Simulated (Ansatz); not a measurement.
H$_{6}$LiNSi$_{2}$, relaxed with RKS PBE-D4/def2-SVP in Ansatz from a rough embedded geometry. The force threshold is 0.03 eV/Å; the program also tests the step.

Charge 0, multiplicity 1. The bonds changed during the relaxation, so this is another structure than the one it started from.

Start:

```xyz
10

Li   -2.186   -0.247   -0.949
N    -0.291   -0.193   -0.888
Si    0.167    1.425   -0.287
Si    0.271   -1.387    0.351
H    -0.211    2.453   -1.250
H    -0.458    1.694    1.028
H     1.685    1.473   -0.099
H    -0.177   -2.719   -0.105
H    -0.458   -1.109    1.669
H     1.659   -1.390    0.530
```

| step | energy (eV) | largest force (eV/Å) | largest move (Å) |
| --- | --- | --- | --- |
| 1 | -17531.1355 | 2.975 | 0.000 |
| 2 | -17531.5144 | 1.113 | 0.183 |
| 3 | -17531.6867 | 0.350 | 0.144 |
| 4 | -17531.7750 | 0.212 | 0.200 |
| 5 | -17531.8258 | 0.109 | 0.200 |
| 6 | -17531.8519 | 0.161 | 0.194 |
| 7 | -17531.8615 | 0.068 | 0.151 |
| 8 | -17531.8631 | 0.036 | 0.067 |
| 9 | -17531.8639 | 0.032 | 0.022 |
| 10 | -17531.8641 | 0.008 | 0.016 |
| 11 | -17531.8641 | 0.007 | 0.009 |
| 12 | -17531.8641 | 0.006 | 0.003 |
| 13 | -17531.8642 | 0.008 | 0.005 |
| 14 | -17531.8646 | 0.047 | 0.070 |
| 15 (rejected) | -17531.8638 | 0.273 | 0.195 |
| 16 | -17531.8661 | 0.129 | 0.095 |
| 17 | -17531.8688 | 0.235 | 0.097 |
| 18 | -17531.8774 | 0.359 | 0.146 |
| 19 | -17531.8969 | 0.388 | 0.195 |
| 20 | -17531.8982 | 0.301 | 0.130 |
| 21 | -17531.9126 | 0.149 | 0.087 |
| 22 | -17531.9145 | 0.076 | 0.024 |
| 23 | -17531.9148 | 0.019 | 0.012 |

End:

```xyz
10

Li   -1.439    0.268   -1.718
N    -0.344   -0.178   -0.361
Si    0.119    1.456   -0.177
Si    0.165   -1.567    0.528
H    -0.737    2.119   -1.303
H    -0.274    2.194    1.085
H     1.544    1.857   -0.495
H    -0.525   -2.800   -0.016
H    -0.164   -1.510    2.007
H     1.655   -1.841    0.450
```

Run time 34 s (2 threads of a server CPU on a shared host); peak host memory 0.15 GiB.
